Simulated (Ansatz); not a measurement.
Reaction (SMILES): Cl[SiH2][SiH2]Cl -> Cl[SiH-][SiH2]Cl + H+
Geometries: B3LYP-D3(BJ)/def2-TZVP minima from Ansatz (a first-principles code), one conformer each, not searched for the lowest.

Property: gas-phase deprotonation energy (electronic energy difference), in kcal/mol. Valence correlation only, unless marked. Spin-orbit coupling is left out. No relativistic terms. Anions need diffuse functions: aug- sets have them; def2-D sets add few; the other sets have none. Basis-set limits of correlation are two-point, X^-3; Hartree-Fock from the larger set.

CCSD(T)/CBS(aug-cc-pV(T+d)Z,aug-cc-pV(Q+d)Z) (Ansatz) gives 350.9 kcal/mol.

**Question.** Another calculation gave 350.9 kcal/mol. Which level was it?
A) B2GP-PLYP/def2-TZVPD (Ansatz)
B) revPBE/def2-TZVPD (Ansatz)
C) PBE/def2-TZVPD (Ansatz)
D) BHLYP/def2-TZVPD (Ansatz)

**Answer.** A, B2GP-PLYP/def2-TZVPD (Ansatz). The others give 347.8 (revPBE), 345.0 (PBE), 353.9 (BHLYP) kcal/mol.
